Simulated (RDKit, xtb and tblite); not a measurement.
Relaxed torsion scan: SMILES N[SiH2][SiH2]Cl (H6ClNSi2), singlet. Scanned: dihedral H5–N1–Si2–Si3 and dihedral N1–Si2–Si3–Cl4; all other coordinates were relaxed at GFN2-xTB. GFN2-xTB can order the conformers of Si and Ge chains otherwise than DFT does. Heavy atoms are numbered in the order of the SMILES N[SiH2][SiH2]Cl, hydrogens after them in the order of the atoms that carry them; the mirror image has the same energies with the sign of each dihedral reversed.

GFN2-xTB (xtb and tblite); MMFF94 // GFN2-xTB (RDKit); UFF // GFN2-xTB (RDKit).

Energies in kJ/mol at chosen points (x: dihedral H5–N1–Si2–Si3 (°); y: dihedral N1–Si2–Si3–Cl4 (°)), relative to x = 90, y = 180:

| method | (60, -90) | (-30, 60) | (0, 90) | (-150, 120) | (-60, 30) | (90, -90) | (-150, 60) |
|---|---|---|---|---|---|---|---|
| GFN2-xTB | -1.8 | -1.3 | 1.3 | -0.1 | -0.9 | 2.6 | 1.7 |
| MMFF94 | -0.2 | 2.1 | 13.9 | 8.9 | -1.1 | -2.0 | 3.3 |
| UFF | 4.1 | 10.4 | 26.3 | 16.3 | 5.1 | 0.4 | 14.1 |

MMFF94 has few fitted parameters for silicon.
